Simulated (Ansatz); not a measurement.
The cluster H₆Au₃. Charge 0, multiplicity 2. Geometry PBE0-D4/def2-SVP.

```xyz
9

Au   -0.667   -1.355   -0.871
Au   -1.431    1.342    0.141
Au    1.300   -0.046    0.437
H    -1.936   -0.085   -0.746
H    -2.923    1.776   -0.211
H     2.493    0.632    1.165
H     0.467   -2.476   -0.982
H     0.232    1.312    0.761
H     2.466   -1.100    0.305
```

In the def2 sets Au takes a core potential; there is no spin–orbit coupling. No other spin state of charge 0 was run. Another isomer (doublet) lies 0.18 eV lower at PBE0-D4/def2-TZVP; other spin states weren't run for this one.

Problem. Estimate the α-spin orbital energies around the gap (eV) in Ansatz with HF/def2-TZVP, PBE-D4/def2-TZVP, r2SCAN-D4/def2-TZVP, PBE0-D4/def2-TZVP.

Solution. 
```
orbital  HF/def2-TZVP  PBE-D4/def2-TZVP  r2SCAN-D4/def2-TZVP  PBE0-D4/def2-TZVP
 HOMO−5        -13.50             -8.20                -8.51              -9.68
 HOMO−4        -13.15             -7.94                -8.26              -9.53
 HOMO−3        -12.74             -7.93                -8.25              -9.38
 HOMO−2        -11.33             -7.42                -7.70              -8.60
 HOMO−1        -10.46             -7.27                -7.51              -8.31
   HOMO         -9.04             -5.59                -5.92              -6.59
   LUMO          0.03             -3.59                -3.48              -2.88
 LUMO+1          0.61             -2.02                -1.76              -1.44
 LUMO+2          1.93             -1.53                -1.32              -0.75
 LUMO+3          2.39             -0.43                -0.09               0.35
 LUMO+4          2.58             -0.26                 0.17               0.37
 LUMO+5          2.67              0.04                 0.47               0.66
 β HOMO        -10.12             -7.18                -7.40              -8.16
 β LUMO         -0.39             -4.84                -4.66              -3.99
```
